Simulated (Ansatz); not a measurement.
```yaml
crystal:
  periodic: [false, false, false]
  atoms:
    - {symbol: Ga, position_ang: [-0.025518, -2.552704, -1.661936]}
    - {symbol: Ga, position_ang: [-0.042185, -0.166178, 0.213227]}
    - {symbol: Se, position_ang: [-0.169691, 0.026252, -2.095009]}
    - {symbol: Se, position_ang: [0.461760, 1.540038, 1.853147]}
    - {symbol: Se, position_ang: [-0.274903, -2.375653, 0.936350]}
    - {symbol: Se, position_ang: [0.050536, 3.528245, 0.754211]}
basis:
  gaussian: {orbitals: def2-TZVPD, initial_orbitals: start.molden}
total_charge: -1
magnetization: {spin_polarized: true, initial_magnetization: 1}
hamiltonian: {xc: pbe0, dispersion: d4}
scf: {omitted_lower_state_checks: [starts]}
output: {orbitals: {seedname: orbitals}}
```

The file start.molden holds the orbitals of an earlier run on this structure, at another level or in another basis.

```sh
$ ansatz run in.yaml --threads 4 --pin off --events-out ev --progress --plain --max-ram 4787MiB
```

**Question.** Does this run fit into the memory that it is given?

**Answer.** No. It has 336 basis functions, and Ansatz plans for 6 GiB where 5 GiB are given.
